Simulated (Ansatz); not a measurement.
Molecule: ZnBr (charge +1, singlet). 
Geometry from a B3LYP-D3(BJ)/def2-TZVP (Ansatz, a program for electronic structure) optimisation:
```xyz
2

Zn     0.0000     0.0000    -1.1921
Br     0.0000     0.0000     1.0218
```
Charge +1, spin multiplicity 1.

Parts of the frozen-core correlation energy in STO-3G (Ansatz, hartree). Frozen orbitals: 23; correlated occupied orbitals by spin: 9 and 9; virtual: 4 and 4. No spin-orbit coupling. No relativistic terms. The restricted reference is unstable.

| term | value |
|---|---|
| reference (HF) | -4301.82895 |
| MP2 opposite-spin | -0.04814 |
| MP2 same-spin | -0.00840 |
| CCSD correlation | -0.12262 |
| (T) | -0.00696 |
| FCI minus CCSD(T) | -0.00529 |
| T1 diagnostic | 0.024 |
| largest doubles amplitude | 0.496 |
